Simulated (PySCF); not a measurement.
Compound: 5-hexen-2-one, C6H10O.
Z-matrix (Å and degrees, GFN2-xTB geometry), rows numbered from 1:
```
C 
C   1  1.3193
C   2  1.4942  1  124.41
C   3  1.5307  2  110.98  1  -117.62
C   4  1.5148  3  112.47  2  -179.06
C   5  1.5107  4  114.17  3  -177.07
O   5  1.2034  4  123.10  3     3.06
H   1  1.0777  2  121.55  3    -0.79
H   1  1.0766  2  122.18  3   179.58
H   2  1.0831  1  120.21  3  -179.23
H   3  1.0931  2  109.80  1   122.40
H   3  1.0908  2  110.33  1     3.74
H   4  1.0934  3  110.13  2   -58.35
H   4  1.0928  3  110.05  2    59.64
H   6  1.0877  5  109.86  4    59.22
H   6  1.0878  5  109.93  4   -59.47
H   6  1.0868  5  110.07  4   179.87
```

Level of theory: PBE0/def2-SVPD in PySCF (dipole) on a GFN2-xTB geometry, gas phase.

Masses are those of the commonest isotopes; rigid-rotor values at the optimised geometry. The values belong to one conformer with, in the numbering `[CH2:1]=[CH:2][CH2:3][CH2:4][C:5]([CH3:6])=[O:7]`, C1–C2–C3–C4 -118°, C2–C3–C4–C5 -179°, C3–C4–C5–C6 -177°.

(1) What are A, B and C (MHz)?

(2) What kind of rotor is it?

(3) Is it planar, by Δ = Ic − Ia − Ib?

(4) Give the coordinates in the principal-axis frame, origin at the centre of mass.

(5) Which lines would a microwave search look for?

(6) Estimate the classical rotational partition function at 10 K, 25 K and 500 K.

Results:

(1) Ia = 68.68, Ib = 439.21, Ic = 479.37 u·Å²; 505379 MHz·u·Å²/I gives A = 7359, B = 1151, C = 1054 MHz.

(2) A near-prolate asymmetric top. Ray's parameter κ = (2B − A − C)/(A − C) = -0.969; −1 is the prolate and +1 the oblate limit.

(3) Not planar: Δ = Ic − Ia − Ib = -28.52 u·Å². For a rigid frame Δ = −2 Σ m c², so Σ m c² = 14.26 u·Å² lies off the ab plane: 8.63 from hydrogen and 5.62 from heavier atoms. The atom farthest from that plane is 1.39 Å away.

(4) The sense of each axis is arbitrary; atoms in the order of the calculation.
```tsv
atom	mass (u)	a (Å)	b (Å)	c (Å)
C1	12.000	-3.267	0.120	0.472
C2	12.000	-2.273	0.185	-0.393
C3	12.000	-0.944	-0.471	-0.204
C4	12.000	0.177	0.569	-0.144
C5	12.000	1.544	-0.062	0.025
C6	12.000	2.673	0.934	0.158
O7	15.995	1.720	-1.252	0.048
H8	1.008	-3.179	-0.438	1.390
H9	1.008	-4.208	0.613	0.302
H10	1.008	-2.384	0.752	-1.309
H11	1.008	-0.744	-1.150	-1.037
H12	1.008	-0.939	-1.060	0.714
H13	1.008	0.188	1.164	-1.061
H14	1.008	0.005	1.258	0.686
H15	1.008	2.500	1.574	1.021
H16	1.008	2.716	1.566	-0.726
H17	1.008	3.618	0.412	0.278
```

(5) The dipole components are |μa| = 0.14 D, |μb| = 2.80 D, |μc| = 0.17 D. The squared components, which scale the intensities, stand as 0.00 : 1.00 : 0.00 (a : b : c). Some of the stronger lines:

```tsv
type	branch	J(Ka,Kc)	MHz	lower level (cm⁻¹)
b	R	4(0,4) ← 3(1,3)	2837	0.640
b	Q	4(1,3) ← 4(0,4)	6752	0.735
b	R	2(1,2) ← 1(0,1)	10521	0.074
b	R	3(1,3) ← 2(0,2)	12582	0.221
b	R	4(1,4) ← 3(0,3)	14596	0.441
b	Q	3(2,1) ← 3(1,2)	18486	0.660
b	Q	2(2,1) ← 2(1,2)	18913	0.425
b	Q	4(2,3) ← 4(1,4)	19253	0.928
b	R	2(2,0) ← 1(1,1)	23228	0.281
b	R	3(2,1) ← 2(1,2)	25533	0.425
b	R	4(3,2) ← 3(2,1)	40098	1.276
b	Q	4(4,0) ← 4(3,1)	43791	2.614
b	Q	4(4,1) ← 4(3,2)	43791	2.614
```

(6) Point group C1, symmetry number σ = 1; q = (√π/σ)·√((kT/h)³/(ABC)), k/h = 20836.6 MHz/K: 1780 at 10 K, 7050 at 25 K, 631000 at 500 K.

GFN2-xTB frequencies: not computed here. These are rigid-rotor constants of the computed structure; measured ground-state constants (B0) also hold zero-point vibration. A rigid rotor knows nothing of internal rotation, which can split or shift real lines.
